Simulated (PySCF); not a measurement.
## How methods differ on the excitation energy of Lu⁺

Lu⁺ [Xe] 4f14 6s2 (1S) → Lu⁺ [Xe] 4f14 6s1 6p1 (3P), as a difference of total energies. Computed with PySCF 2.14 in ANO-RCC-VTZP (8s7p5d3f2g1h, 104 functions), with the spin-free X2C one-electron Hamiltonian (Gaussian nucleus). Correlated levels: valence: [Kr] 4d10 frozen; valence and next inner shell: [Ar] 3d10 frozen. The calculations carry no spin-orbit coupling.

```json
{"method": "UHF", "excitation energy (eV)": "2.681"}
{"method": "LDA", "excitation energy (eV)": "4.020"}
{"method": "PBE", "excitation energy (eV)": "3.794"}
{"method": "PBE0", "excitation energy (eV)": "3.600"}
{"method": "r2SCAN", "excitation energy (eV)": "3.400"}
{"method": "PW91", "excitation energy (eV)": "3.803"}
{"method": "B3LYP", "excitation energy (eV)": "3.923"}
{"method": "MP2 (valence)", "excitation energy (eV)": "3.838"}
{"method": "SCS-MP2 (valence)", "excitation energy (eV)": "3.829"}
{"method": "MP2 (valence and next inner shell)", "excitation energy (eV)": "3.855"}
{"method": "SCS-MP2 (valence and next inner shell)", "excitation energy (eV)": "3.844"}
```

Problem. How much does correlation contribute at MP2 (valence and next inner shell)?

Solution. 3.855 − (2.681) = 1.174 eV, measured against UHF.

Errors of the correlated levels include the incompleteness of this basis and the frozen core.

The basis was made for the ground configuration and has no added diffuse functions, so the excitation energy can come out too high.

For comparison: 3.789 eV (measured; NIST levels, between the centres of gravity of the two terms).
